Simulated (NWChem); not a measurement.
Molecule: BHOICl; SMILES OB(Cl)I

```xyz
5

B      0.4874    -0.9734     0.0000
Cl    -0.7001    -2.2769     0.0000
I     -0.1407     1.0662     0.0000
O      1.7999    -1.2243     0.0000
H      2.0104    -2.1670     0.0000
```
Atoms are numbered in this order, from 1.

Level: PBE0/def2-SVP with def2 effective core potentials on I (NWChem), optimised geometry, unscaled harmonic frequencies. def2 effective core potentials on I; no spin-orbit coupling.

Q: List the harmonic frequencies with IR intensities, and the thermochemistry.

A: 
| frequency (cm⁻¹) | IR intensity (km/mol) |
|---|---|
| 192 | 0.3 |
| 293 | 4.3 |
| 441 | 4.9 |
| 467 | 33.4 |
| 585 | 130.2 |
| 808 | 270.6 |
| 1086 | 307.5 |
| 1393 | 315.4 |
| 3867 | 128.8 |

| Property | Result |
|---|---|
| zero-point energy | 13.0 kcal/mol |
| thermal correction to the enthalpy at 298.15 K (with zero-point energy) | 16.5 kcal/mol |
| heat capacity Cv | 14.3 cal/(mol K) |
| entropy at 298.15 K and 1 atm (symmetry number 1) | 75.4 cal/(mol K) |

Rigid rotor and harmonic oscillator.
